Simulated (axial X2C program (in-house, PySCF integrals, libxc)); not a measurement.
**Which molecule gave these maps?**

PBE0 fields computed with an axial X2C code built on PySCF integrals, 2c, near the equilibrium distance, one atom at z = 0.

The maps cover the half plane through the axis: z from -2.4 to 4.5 Å along the bond, ρ from 0.15 to 2.25 Å away from it (steps of 0.3 Å, the bottom row nearest the axis).

log10 of the density in e/bohr³:

digits 0 to 9 span -4.05 to 1.66 evenly
```
000111222222222111111000
001122222222222222221110
011222333333333333322211
112233344433333333333221
112234445444444444433321
122334566654444444443322
122345667665555565544332
122345679765555787544332
```

Electron localisation function (collinear form, no current term, damped to 0 at low density):

digits 0 to 9 span 0.00 to 1.00 evenly
```
000112222222111111111000
001123333333322223333210
001223333334444445666531
011222333334565567888763
011222344323577668999886
111122467643676213899987
111124763663571151399998
111125725274560857099998
```

Axial spin density in 10⁻³ e/bohr³:

digits 0 to 9 span -16.55 to 16.55 evenly, values beyond are clipped
```
555555555555554444444444
555555556555554444444444
555556677765554444444444
555567899986544434444444
555568999998643333344444
555679999999643232334444
555689999999632343233444
555689999999622405323444
```

Question: Which molecule is it?
A. MoSi
B. GeI⁺
C. MtO⁺
D. FeAs

Answer: A. MoSi, with Mo at z = 0 and Si at z = 2.374 Å, state Ω = 3 (⟨Sz⟩ = 2.00, ⟨Lz⟩ = 1.00 at PBE0), basis Mo dyall-cv3z [11s12p9d5f3g], Si dyall-v3z [8s7p2d1f] (cores contracted in-house). The state is a single determinant with fixed occupations, the lowest that a limited PBE0 search found. Density functionals use the spin component along the axis (collinear). PBE0 can misorder states that lie within some tenths of an eV, so this need not be the ground state of the molecule. The nearest other spin-free determinant of the search, M_S = 2, Λ = 0, lies 0.08 eV up at the distance of the search. Without a current term, density functionals place determinants with orbital angular momentum somewhat too high. With several unpaired electrons one determinant need not be a pure state. A state of lower Ω lies just above, and one determinant can place such states too high, so the state shown need not be the lowest. The search has Ω = 1 only 0.03 eV up. Open-shell Ω = 0 determinants with evenly filled partner blocks cannot be reached by this program, so the Ω shown need not be the lowest component. The determinant is spin-polarised beyond a pure state at some levels (its spin-free form has ⟨S²⟩ too high), which makes Re and μ there less reliable.
